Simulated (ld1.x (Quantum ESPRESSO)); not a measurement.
Before and after: TM potential for Cu (Z = 29)

ld1.x (Quantum ESPRESSO) 7.5 input, shortened:

```
&input
   title='Cu', zed=29., rel=1, dft='WC', iswitch=3,
   config='[Ar] 3d9 4s0 4p0'
 /
 &inputp
   pseudotype=2, tm=.true., lloc=2,
   nlcc=.true.
 /
3
4S  1  0   0.00   0.00  1.50  1.50  0.0
4P  2  1   0.00   0.00  2.00  2.00  0.0
3D  3  2   9.00   0.00  1.00  1.00  0.0
 &test
   configts(1)='3d9 4s0 4p0'
 /
```

Change: wave 4s (bound): rc 1.50 bohr becomes 4s (bound): rc 1.98 bohr.

Cutoffs: the cutoffs (Ry, on a coarse ladder) from which the occupation-weighted sum of valence levels, in a spherical-Bessel basis at the reference potential, stays within 10 and 1 mRy of its value at 400 Ry; they do not see the model core or the augmentation charge, which bear on the density cutoff. Errors are all-electron minus pseudo energies relative to the spin-unpolarised reference configuration.

Question: What does the change do?

Answer: Both files keep a bound ghost (p, s); of the 7 tests that both files solve, the error grows in 3 and shrinks in 0 by more than 15 % and 0.3 meV (median size 20.3 → 36.9 meV). More of the atom is replaced by a form fitted at one configuration, so other configurations suffer.

| quantity | base | changed |
| --- | --- | --- |
| cutoff, loose | 230 Ry | 230 Ry |
| cutoff, tight | over 300 Ry | over 300 Ry |
| bound ghosts | s, p | s, p |
| error for 3d10 4s1 4p0, meV [ΔE -29.43 eV] | -16 | -14 |
| error for 3d10 4s0 4p0, meV [ΔE -21.34 eV] | -81 | -81 |
| error for 3d8 4s0 4p0, meV [ΔE 39.03 eV] | -229 | -229 |
| error for 3d10 4s0 4p1, meV [ΔE -25.21 eV] | -43 | -43 |
| error for 3d9 4s1 4p1, meV [ΔE -22.52 eV] | -15 | -21 |
| error for 3d9 4s1 4p0, meV [ΔE -17.80 eV] | -9.2 | -15 |
| error for 3d9 4s2 4p0, meV [ΔE -27.45 eV] | -20 | -37 |
| s: phases at 2.20 bohr within 0.05 rad from the reference energy up to (Ry; the scan ends near 5) | 0.3 | 0.6 |
| p: phases at 2.20 bohr within 0.05 rad from the reference energy up to (Ry; the scan ends near 5) | 2.5 | 2.5 |
| d: phases at 2.20 bohr within 0.05 rad from the reference energy up to (Ry; the scan ends near 5) | 0.8 | 0.8 |

 A true bound ghost makes a file unfit for plane-wave use even where its test errors are small: the radial tests pick states by their node count and pass the ghost by.
